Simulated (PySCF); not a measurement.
Species: C3H7F2OSi (doublet state).
Atom-mapped SMILES: `[CH3:1][CH:2][O:3][SiH2:4][CH:5]([F:6])[F:7]` (hydrogens: H8, H9, H10 on C1; H11 on C2; H12, H13 on Si4; H14 on C5)

Structure used (GFN2-xTB), in Å, numbered top down from 1:
```xyz
14
C3H7F2OSi angstrom
C     -2.434    0.027    0.056
C     -1.421   -0.342   -0.950
O     -0.108   -0.292   -0.679
Si     0.783    0.281    0.545
C      2.559   -0.113   -0.088
F      3.071    0.926   -0.807
F      3.405   -0.272    0.971
H     -3.405    0.152   -0.416
H     -2.149    0.954    0.555
H     -2.529   -0.738    0.836
H     -1.667   -0.855   -1.862
H      0.668    1.727    0.734
H      0.563   -0.445    1.796
H      2.663   -1.011   -0.713
```

The hyperfine couplings belong to this conformer and change with its torsions.

Computed with UKS B3LYP, pcH-1 on C F H O Si, non-relativistic, mean-field spin-orbit, GIAO in PySCF. Isolated species at its GFN2-xTB geometry (one conformer only). The geometry wasn't refined by DFT: couplings that depend on bond lengths, twists or pyramidal angles can differ widely from those at the functional's own minimum. Stability of the SCF solution: not tested.

(1) Match the computed a_iso(13C) values +105.9, -31.7, -1.7 MHz with the sites C1; C2; C5.

(2) The isotropic 1H couplings, averaged over equivalent nuclei, are +73.7, -63.4, +13.4, +0.3 MHz. Assign them to H8/H9/H10; H11; H12/H13; H14.

Answers

(1) 
```
site  a_iso (MHz)  ρ(0) (bohr⁻³)                 position  distance from C2 (Å)  spin population  largest |T| (MHz)
  C1        -31.7        -0.0282           1 bond from C2                  1.47            -0.08                2.5
  C2       +105.9        +0.0943  largest spin population                  0.00            +0.93              162.7
  C5         -1.7        -0.0015          3 bonds from C2                  4.08             0.00                0.7
```

(2) 
```
     site  a_iso (MHz)  ρ(0) (bohr⁻³)            position  distance from C2 (Å)  bound to  spin population there  largest |T| (MHz)
H8/H9/H10        +73.7        +0.0165  β, 2 bonds from C2                  2.12        C1                  -0.08                9.0
      H11        -63.4        -0.0142   α, 1 bond from C2                  1.07        C2                  +0.93               38.6
  H12/H13        +13.4        +0.0030  γ, 3 bonds from C2                  3.39       Si4                  +0.01                3.8
      H14         +0.3        +0.0001     4 bonds from C2                  4.15        C5                   0.00                2.5
```

ρ(0) is the spin density at the nucleus and T the dipolar tensor; a_iso includes a spin–orbit part; entries for several nuclei are means. The Mulliken spin populations are largest on C2 (+0.93), C1 (-0.08), O3 (+0.07) and H10 (+0.07). No atom but C2 exceeds +0.15. The angles at C2 add up to 358.8°, so it is planar; its axial dipolar tensor and the negative coupling of its proton fit spin in a p orbital normal to that plane.

The spin density at the nucleus, in bohr⁻³, is negative for C1 (-0.0282), H11 (-0.0142) and Si4 (-0.0041), for instance. A restricted open-shell determinant has no negative spin density anywhere; here it arises because α and β orbitals differ (spin polarisation).

Class means assume fast exchange of nuclei equivalent by connectivity; if that motion is slow, each nucleus keeps its own coupling. The three 1H nuclei of mean +73.7 MHz run from 15.1 to 143.7 MHz in the frozen geometry.
